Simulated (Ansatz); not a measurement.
CH₅BO₂Si, SMILES `O=C[SiH2]BO` from Hartree–Fock to CCSD(T)

```tsv
atom	x (Å)	y (Å)	z (Å)
O1	1.215	-1.522	-0.374
C2	0.063	-1.585	0.007
Si3	-0.956	0.030	0.314
B4	0.326	1.552	-0.134
O5	1.564	1.234	-0.536
H6	-0.377	-2.595	0.169
H7	-1.418	-0.030	1.731
H8	-2.168	-0.069	-0.548
H9	0.041	2.715	-0.060
H10	1.710	0.269	-0.568
```

Total charge 0; spin multiplicity 1. The geometry is a stationary point of PBE0-D4/def2-TZVP. It is one conformer, not always the lowest. Frozen core, restricted reference, the Gaussian-basis code of Ansatz. CBS rows extrapolate triple and quadruple zeta; past MP2 they add the triple-zeta difference.

```csv
basis,HF (Eh),MP2 corr.,CCSD corr.,(T),CCSD(T) total
def2-TZVPP,?,-0.84651,-0.88337,?,?
def2-QZVPP,?,?,–,–,–
CBS(def2),-504.25700,-0.95741,-0.99427,as TZ,-505.28781
```

**Question.** Fill in the withheld values. (Best estimate.)

**Answer.** Ansatz gave: def2-TZVPP HF (Eh): -504.23563; def2-TZVPP (T): -0.03654; def2-TZVPP CCSD(T) total: -505.15554; def2-QZVPP HF (Eh): -504.25441; def2-QZVPP MP2 corr.: -0.91022.
